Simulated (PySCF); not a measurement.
**Bond length, frequency and bond energy of InN⁻ by level of theory**

State: ²Π (doublet), unpaired electrons π ↑. Set-up: In aug-cc-pVDZ-PP with ECP28, N aug-cc-pVDZ; scalar-relativistic core potentials (PySCF 2.14). De refers to In⁻ + N in their high-spin ground configurations, without counterpoise correction. The functionals are run spin-unrestricted. A positive dipole points towards N; it is taken about the centre of mass and depends on that origin. Levels whose curve was spin-contaminated or gave no clean fit are not listed.

```json
{"Level": "ROHF", "Re (Å)": "2.022", "ωe (cm⁻¹)": "658", "De (eV)": "n/a", "μ (D)": "-4.81", "CPU s a point (SCF and correlation, without the integrals)": "0.39"}
{"Level": "ROHF-MP2", "Re (Å)": "2.089", "ωe (cm⁻¹)": "546", "De (eV)": "2.44", "μ (D)": "n/a", "CPU s a point (SCF and correlation, without the integrals)": "0.57"}
{"Level": "ROHF-SCS-MP2", "Re (Å)": "2.090", "ωe (cm⁻¹)": "546", "De (eV)": "2.40", "μ (D)": "n/a", "CPU s a point (SCF and correlation, without the integrals)": "n/a"}
{"Level": "LDA", "Re (Å)": "2.052", "ωe (cm⁻¹)": "566", "De (eV)": "3.60", "μ (D)": "-3.71", "CPU s a point (SCF and correlation, without the integrals)": "0.56"}
{"Level": "PBE", "Re (Å)": "2.089", "ωe (cm⁻¹)": "532", "De (eV)": "3.06", "μ (D)": "-3.75", "CPU s a point (SCF and correlation, without the integrals)": "0.67"}
{"Level": "revPBE", "Re (Å)": "2.102", "ωe (cm⁻¹)": "518", "De (eV)": "2.82", "μ (D)": "-3.72", "CPU s a point (SCF and correlation, without the integrals)": "0.47"}
{"Level": "ωB97X", "Re (Å)": "2.038", "ωe (cm⁻¹)": "598", "De (eV)": "2.82", "μ (D)": "-4.56", "CPU s a point (SCF and correlation, without the integrals)": "1.1"}
```

What does the gradient correction do here, going from LDA to PBE?

PBE less LDA: +3.7 pm in Re, -6.0 % in ωe, -0.54 eV in De. The gradient correction favours the more uneven density of free atoms, so it tends to lengthen bonds and takes away much of the overbinding of LDA; so it does here.

Correlated steps freeze 5 core orbitals. Correlated levels converge slowly with the basis: in double zeta they bind strong bonds too weakly, by up to about 1 eV, and carry superposition errors of some tenths. Spin–orbit coupling is left out, which matters for elements this heavy, above all for dissociation energies. For an ion De counts to the pair picked by the measured ionisation energies or electron affinities, which need not be the lowest pair at this level. The highest Kohn–Sham level is positive in this anion. Much of that is self-interaction error, but it also means that the finite basis helps to hold the extra electron. UHF is strongly spin-contaminated for InN⁻, so the ROHF reference used there is far from stable. The state was picked by a PBE0 search and need not be the measured ground state.

The whole job (state search and all levels along the bond) took about 2.4 min on 1 thread of Intel Xeon Platinum 8259CL @ 2.50GHz (shared host), peak memory 0.79 GiB.
